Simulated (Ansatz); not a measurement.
`[F][Al]([F])[S][AlH2]` and `[NH2][Al]([F])[F]` differ in one atom or group.

Ansatz, PBE0-D4/def2-TZVP geometries, multiplicity 1. Each molecule was computed in one conformer, which needn't be the lowest. `[F][Al]([F])[S][AlH2]` holds a close contact that its SMILES doesn't draw: Al···F 1.99 Å.

| property | `[F][Al]([F])[S][AlH2]` |
| --- | --- |
| size of the dipole moment (ωB97M-V/def2-TZVPP) / D | 1.18 |
| LUMO energy (ωB97M-V/def2-TZVPP) / eV | 0.01 |
| HOMO energy (PBE0/def2-TZVPP) / eV | -7.82 |
| HOMO–LUMO gap (ωB97M-V/def2-TZVPP) / eV | 9.95 |
| zero-point energy (PBE0-D4/def2-TZVP) / kJ/mol | 58.9 |
| HOMO–LUMO gap (PBE/def2-TZVPP) / eV | 4.14 |

(1) What does the change do to each property? (An estimate is asked.)

Results:

(1) Computed: 
| property | `[NH2][Al]([F])[F]` | shift |
| --- | --- | --- |
| size of the dipole moment (ωB97M-V/def2-TZVPP) / D | 2.51 | 1.33 |
| LUMO energy (ωB97M-V/def2-TZVPP) / eV | 0.90 | 0.89 |
| HOMO energy (PBE0/def2-TZVPP) / eV | -8.04 | -0.22 |
| HOMO–LUMO gap (ωB97M-V/def2-TZVPP) / eV | 11.35 | 1.40 |
| zero-point energy (PBE0-D4/def2-TZVP) / kJ/mol | 81.5 | 22.6 |
| HOMO–LUMO gap (PBE/def2-TZVPP) / eV | 5.05 | 0.91 |

With PBE0 the HOMO falls by 0.22 eV and the LUMO rises by 0.98 eV, so the gap widens by about 1.20 eV. PBE moves the HOMO by 0.06 eV and ωB97M-V by -0.51 eV. The zero-point energy changes by 22.6 kJ/mol with -3 modes. Dipoles are sizes alone; their direction can turn.
